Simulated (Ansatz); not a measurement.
H₇NSi₂, charge +1, doublet, at a GFN2-xTB geometry (a state made from the parent by changing its charge; the spin is typed, not shown lowest), with bond 5-1 at 2.4 times its length; CASSCF(5,7)/6-31G in Ansatz (an electronic-structure program).

Ansatz was given this input:
Ansatz 0.2 input:
```yaml
crystal:
  periodic: [false, false, false]
  atoms:
    - {symbol: Si, position_ang: [1.57838679, -0.21926659, 0.33130882]}
    - {symbol: N, position_ang: [-0.03548228, -0.41405239, -0.33608258]}
    - {symbol: Si, position_ang: [-1.55936584, 0.44122729, -0.15114533]}
    - {symbol: H, position_ang: [2.43156961, -0.15117011, -0.87061605]}
    - {symbol: H, position_ang: [1.47500053, 2.58373078, 2.40107122]}
    - {symbol: H, position_ang: [1.82707577, -1.52412190, 0.97674302]}
    - {symbol: H, position_ang: [-0.10277358, -1.19929270, -0.97345503]}
    - {symbol: H, position_ang: [-2.49837635, -0.62841583, 0.23783319]}
    - {symbol: H, position_ang: [-1.88619543, 0.83423863, -1.53671503]}
    - {symbol: H, position_ang: [-1.32452662, 1.51102980, 0.80278919]}
basis:
  gaussian:
    orbitals: 6-31G
hamiltonian:
  xc: hf
total_charge: 1
correlation: {active_space: {window: {electrons: 5, orbitals: 7}}}
magnetization: {spin_polarized: false, initial_magnetization: 1}
```

What the program printed (banner, timings and long lists left out):

```
Functional definition: HF
637 factors; integrals over basis functions are off by at most 2.2e-4 eV
mean field evaluation 1: about -17291.6268 eV, gradient 5.1e1 eV
mean field evaluation 2: about -17291.6333 eV, gradient 5.1e1 eV
mean field evaluation 4: about -17297.8462 eV, gradient 2.1e1 eV
mean field evaluation 8: about -17301.3664 eV, gradient 1.1e0 eV
mean field evaluation 16: about -17295.5692 eV, gradient 1.2e1 eV
mean field evaluation 32: about -17301.3669 eV, gradient 3.1e-1 eV
mean field -17301.37472956 eV, -635.8137940183 hartree, gradient 4.9e-6 eV, S^2 0.750000; 2 other end points of the search recorded, 0 dependent functions left out
reference -17301.37472956 eV, -635.8137940183 hartree; 21, 20 occupied and 28, 29 virtual orbitals, 637 factors
state -17303.14354908 eV, -635.8787969367 hartree
2 active orbitals were swapped for others, from the solution at -17302.98175258 eV, -635.8728510249 hartree to that at -17303.14354908 eV, -635.8787969367 hartree; typed "places" are swapped only where nearly empty or full, and so, without "given_window_search", are "orbital_numbers", "shells" and a window whose orbitals a file names under [Active]
the orbitals are reached from a further start. From the first start the search ends at -17302.43566348 eV, -635.8527826209 hartree
Total energy: -17303.14354908 eV, -635.8787969367 hartree
```
